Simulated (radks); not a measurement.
Species: Os LXII. Configuration: [Ne] 3s1 3p4 (not the ground configuration). Method: scalar-relativistic Kohn-Sham, BLYP, spin-unpolarised, spherical densities, point nucleus; computed with a radial shooting solver on a logarithmic mesh with Libxc functionals.

Radial electron density D(r) = 4 pi r^2 rho(r):

```
   r/bohr * D(r) (the largest magnitude, 124, reaches the edge; | marks zero)
 0.001745 |        *
 0.002165 |           *
 0.002688 |              *
 0.003309 |                   *
 0.004107 |                        *
 0.005097 |                              *
 0.006326 |                                   *
 0.007851 |                                        *
 0.009744 |                                            *
  0.01209 |                                             *
  0.01489 |                                           *
  0.01848 |                                         *
  0.02293 |                                       *
  0.02846 |                                        *
  0.03533 |                                             *
  0.04384 |                                                    *
  0.05441 |                                                      *
    0.067 |                                               *
  0.08315 |                                 *
   0.1032 |                     *
   0.1281 |                *
    0.159 |                *
   0.1973 |             *
   0.2448 |      *
   0.3015 | *
   0.3741 *
   0.4643 *
   0.5763 *
```

D(r) has 3 maxima, at r = 0.0119, 0.0515, 0.149 bohr, and minima at 0.0239, 0.134 bohr, inside which lie 1.94, 10.81 electrons.
